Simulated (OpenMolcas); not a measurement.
**Re4+: moving the ligands**

Re4+ with 6 ligands (fluoride) in octahedral coordination (Oh) at 1.94 Å. A charge of +0.333 e stands 2.8 Å behind each ligand. Ligand basis ANO-RCC-VDZP.
```
Re    0.0000    0.0000    0.0000
F     1.9400    0.0000    0.0000
F     0.0000    1.9400    0.0000
F    -1.9400    0.0000    0.0000
F     0.0000   -1.9400    0.0000
F     0.0000    0.0000    1.9400
F     0.0000    0.0000   -1.9400
```

```yaml
Program: OpenMolcas 26.06
Method: "SS-CASPT2, IPEA 0.25 Eh, imaginary shift 0.1 Eh (closed shells correlated: 5s 5p and the ligand valence shells)"
Basis: ANO-RCC-VDZP [7s6p4d2f1g]
Scalar_Hamiltonian: DKH2, point nucleus
Active_space: 3 electrons in 5 orbitals (5d)
State_averaging: 2S+1 = 4 even, 10 roots; 2S+1 = 2 even, 40 roots
Spin-orbit_coupling: RASSI with atomic mean-field integrals over the reference wave functions
```

Runs around this geometry, states (labels of O, the rotations of Oh). Energies in cm-1 above the lowest state or level, χT in cm3 K/mol.

```json
{"R (Å)": "1.84", "Ground state": "4A2", "First state of that spin": "4T2 44150", "First gap with spin-orbit (degeneracies)": "10790 (4, 4)", "χT at 300 K": "1.470", "First state of another spin": "2T1 11660"}
{"R (Å)": "1.94", "Ground state": "4A2", "First state of that spin": "4T2 35810", "First gap with spin-orbit (degeneracies)": "10860 (4, 4)", "χT at 300 K": "1.384", "First state of another spin": "2E 11840"}
{"R (Å)": "2.07", "Ground state": "4A2", "First state of that spin": "4T2 27860", "First gap with spin-orbit (degeneracies)": "10760 (4, 4)", "χT at 300 K": "1.257", "First state of another spin": "2E 11880"}
```

Taking the first state of the same spin as R^-n, n = -ln(27860 / 44150) / ln(2.07 / 1.84) = 3.9 between the shortest and longest distance.

Roots that are degenerate in the reference are averaged as groups; the widest CASPT2 spread within a group is 1100 cm-1 (the 3-fold group of multiplicity 2 near 112000 cm-1 above the lowest state of its run, R = 1.84). Shifts and gaps below about the spread of the groups concerned are not significant. Over all roots computed the reference weight is 0.71 to 0.72 in R = 1.84, 0.70 to 0.72 in R = 1.94, 0.70 to 0.71 in R = 2.07; a low but even weight reflects the number of correlated electrons. Ligand-to-metal charge-transfer states are missing. With no ligand orbital active B as a rule stays too high, so bands that hang on it stand too high and its fall with covalency is understated. With one d shell and no ligand orbital active, 10Dq can be off by a tenth or more. The least metal-like active orbital is 73 % on the metal (Löwdin) and no ligand orbital is active, so the numbers are rough (holds for R = 1.84). The least metal-like active orbital is 76 % on the metal (Löwdin) and no ligand orbital is active, so the numbers are rough (holds for R = 1.94). The least metal-like active orbital is 78 % on the metal (Löwdin) and no ligand orbital is active, so the numbers are rough (holds for R = 2.07). No measured value stands beside these numbers; the geometry is a model, was not optimised and need not be the one that this ion takes.
